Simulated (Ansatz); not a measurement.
The lowest singlet and triplet of C3H2 (SMILES [CH]C#C); geometries from B3LYP-D3(BJ)/def2-TZVP, each state relaxed from the structure named, with no frequency check, low spin by broken symmetry.
Singlet at the triplet's geometry (charge 0, multiplicity 1):
```xyz
5

C     -1.22983    -0.26597    -0.14492
C     -0.00060     0.00654    -0.00586
C      1.23213     0.24104     0.16727
H     -2.23521    -0.47809    -0.41480
H      2.22503     0.58844     0.31588
```

A positive gap puts the triplet lower; no zero-point energy. R- takes a restricted singlet, here one determinant of a half-filled degenerate or near-degenerate pair, which mixes singlet states. U- takes an unrestricted singlet (broken symmetry where lower, unprojected). The triplet is unrestricted in single-reference levels. Active spaces average the two states.

Correlated levels freeze the cores.

Run with Ansatz (an electronic-structure program) with Gaussian orbitals. Values without a source in brackets are computed.

| level | gap E(singlet) − E(triplet), vertical, at the triplet's geometry (kcal/mol) |
|---|---|
| R-HF/cc-pVDZ | 51.97 |
| R-r2SCAN/def2-TZVPP | 32.99 |
| U-B2PLYP/def2-TZVPP (spin-contaminated) | 7.67 |
| R-MP2/cc-pVTZ | 15.88 |
| R-SCS-MP2/cc-pVDZ | 16.66 |
| R-CCSD/cc-pVTZ | 29.39 |
| R-CCSDT(Q)/cc-pVDZ | 22.13 |
| FIC-MRCISD+Q on SA-CASSCF(6,6)/cc-pVDZ | 22.91 |
| FIC-MRCISD+Q on SA-CASSCF(6,6)/cc-pVTZ | … |

Question: Complete the blanks.

Answer: 
- FIC-MRCISD+Q on SA-CASSCF(6,6)/cc-pVTZ, gap E(singlet) − E(triplet), vertical, at the triplet's geometry (kcal/mol): 20.35

Doubts at one or more of the structures used: a restricted determinant that unrestricted orbitals would lower (R-HF/cc-pVDZ, R-r2SCAN/def2-TZVPP, R-MP2/cc-pVTZ, R-SCS-MP2/cc-pVDZ, R-CCSD/cc-pVTZ, R-CCSDT(Q)/cc-pVDZ); a spin-contaminated determinant (R-HF/cc-pVDZ, R-MP2/cc-pVTZ, R-SCS-MP2/cc-pVDZ, R-CCSD/cc-pVTZ, R-CCSDT(Q)/cc-pVDZ); other coupled-cluster roots lie near (R-CCSDT(Q)/cc-pVDZ).
